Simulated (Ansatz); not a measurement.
Coupled-cluster diagnostics for AgAu2⁻, Ansatz.

Geometry of the singlet (PBE0-D4/def2-TZVPD):

Cartesian coordinates in Å:
```
Au 2.567 0.278 -0.467
Au -2.565 -0.274 0.476
Ag -0.001 -0.004 -0.009
```

In the def2 sets Ag, Au take a core potential; there is no spin–orbit coupling. Correlated methods freeze no core orbitals; core or outer-core shells of Au, Ag are correlated, in sets that lack core-valence functions. The structure comes from a short search, and lower isomers may exist.

Estimate the CCSD(T) correlation energy, the shares of MP2 and (T), T1 and the reference's ⟨S²⟩ for: charge -1, singlet, own geometry in def2-TZVPD; charge 0, doublet, vertical in def2-TZVPD; and the rough time on 4 threads of Arm Neoverse V2 on a shared host.


```
                           state       basis  correlation (eV)  MP2 share (%)  (T) share (%)     T1  ⟨S²⟩ (pure)  wall time                         remarks
charge -1, singlet, own geometry  def2-TZVPD           -36.187          105.3            3.0  0.020  0.00 (0.00)      8.5 s  test for broken spin undecided
     charge 0, doublet, vertical  def2-TZVPD           -34.521          104.7            2.8  0.021  0.87 (0.75)       36 s   spin-contaminated (⟨S²⟩ 0.87)
```
Customary marks for T1 are 0.02 (closed shells), 0.045 (open shells) and about 0.05 (3d metals). T1 exceeds 0.02 in 1 of 2 rows and 0.045 in 0; the higher it lies, the less the single-reference result can be trusted.
